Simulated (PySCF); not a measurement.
HfCl2I2, SMILES [Cl][Hf]([Cl])([I])[I], multiplicity 1.

Geometry optimised at PBE-D3(BJ)/def2-SVP. The spin state was assumed, not searched. The structure was generated by enumeration; whether it is a known compound was not checked. The def2 effective core potentials stand for the cores of Hf, I; spin–orbit coupling is left out.

The numbers are results of r2SCAN/def2-TZVP in PySCF, not measurements.

Symmetry labels are those of the subgroup C2v that the program uses (full group C2v).

### Question
List the valence orbital energies around the gap with their symmetry. (The exact figures need the calculation; the answer reports its results.)

### Answer

```
orbital  symmetry  energy (eV)
-------  --------  -----------
HOMO−7         B1        -9.17
HOMO−6         A1        -8.94
HOMO−5         B2        -8.85
HOMO−4         B1        -8.53
HOMO−3         A1        -7.98
HOMO−2         B2        -7.63
HOMO−1         A2        -7.52
HOMO           B1        -7.33
LUMO           A1        -3.16
LUMO+1         A2        -3.09
LUMO+2         B1        -2.53
LUMO+3         A1        -2.39
```
